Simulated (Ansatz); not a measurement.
C$_{3}$H$_{3}$ (SMILES [C]1=CC1), doublet, geometry from GFN2-xTB; SVWN5/6-31G* in Ansatz (an electronic-structure program).

Here is a job for Ansatz.
Ansatz 0.2 input:
```yaml
crystal:
  periodic: [false, false, false]
  atoms:
    - {symbol: C, position_ang: [0.01666932, -0.11091760, 0.82667082]}
    - {symbol: C, position_ang: [0.00408853, -0.69905031, -0.53382474]}
    - {symbol: C, position_ang: [-0.02162935, 0.58225352, -0.59208061]}
    - {symbol: H, position_ang: [0.93754951, -0.07354811, 1.39599007]}
    - {symbol: H, position_ang: [-0.88439594, -0.10866141, 1.42801722]}
    - {symbol: H, position_ang: [-0.04792456, 1.54849588, -1.02860011]}
basis:
  gaussian:
    orbitals: 6-31G*
    occupation: {up: {"A'": 8, "A''": 3}, down: {"A'": 8, "A''": 2}}
hamiltonian:
  xc: {name: SVWN5}
magnetization: {spin_polarized: true, initial_magnetization: 1}
```

What does Ansatz print? Leave out banner, timings and long lists.


```
Functional definition: SVWN5
the irreps are read with x along [0.018, 0.000, 1.000], y along [-0.019, 1.000, 0.000] and z along [-1.000, -0.019, 0.018] of the geometry given
621 factors; their error is unknown
mean field evaluation 1: about -3114.0215 eV, gradient 3.4e1 eV
mean field evaluation 2: about -3119.9418 eV, gradient 2.6e0 eV
mean field evaluation 4: about -3119.9437 eV, gradient 2.3e-1 eV
mean field evaluation 8: about -3119.9440 eV, gradient 1.7e-5 eV
mean field -3119.94403032 eV, -114.6558283403 hartree, gradient 1.8e-6 eV, S^2 0.764125; 0 other end points of the search recorded, 0 dependent functions left out
reference -3119.94404667 eV, -114.6558289410 hartree; 11, 10 occupied and 40, 41 virtual orbitals, 621 factors
Total energy: -3119.94404667 eV, -114.6558289410 hartree
```
